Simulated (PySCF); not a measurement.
CHOS, SMILES C(=S)=[OH+], charge +1.

Geometry optimised at B3LYP-D3(BJ)/def2-TZVP. The isomer is the one that the SMILES or the coordinates give; other isomers of the formula were not compared.

Two levels are set side by side: PBE/def2-TZVPD (PySCF) and PBE0/def2-TZVPD (PySCF). Same geometry, gas phase. Differences are taken from unrounded values.

| quantity | PBE0 |
|---|---|
| orbital gap (eV) | 7.13 |
| highest occupied level (eV) | -16.00 |
| lowest empty level (eV) | -8.87 |
| mean polarisability (bohr³) | 28.9 |

What does PBE give, and how far is it from PBE0? (Estimate from the structure and the level; the computed values follow.)


```csv
quantity,PBE,PBE minus PBE0
orbital gap (eV),4.89,-2.24
highest occupied level (eV),-14.73,1.27
lowest empty level (eV),-9.83,-0.97
mean polarisability (bohr³),29.4,0.5
```

PBE's occupied levels lie high since its potential decays too fast outside the molecule; exact exchange lowers them and widens the gap. Differences between two approximate levels are no errors against the true value.

Rough cost on one machine, each run with all the roots and properties that it gave: PBE0 against PBE within a factor of 2.
